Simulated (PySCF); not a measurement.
NMP (C5H9NO), SMILES CN1CCCC1=O.

Geometry: B3LYP-D3(BJ)/def2-SVP. The values are those of a single conformer.

Calculation: PySCF with PBE/def2-TZVP.

The molecule is in vacuum.

Task: Estimate the frontier levels, gap, dipole moment. (The exact figures need the calculation; the answer reports its results.)

Result: 
| Item | Result |
|---|---|
| highest occupied level | -5.52 eV |
| lowest empty level | -0.25 eV |
| orbital gap | 5.26 eV |
| dipole moment | 3.78 D |
| quadrupole, principal values (traceless, Buckingham form, about the centre of nuclear charge) | -9.67, 2.40, 7.27 D·Å |
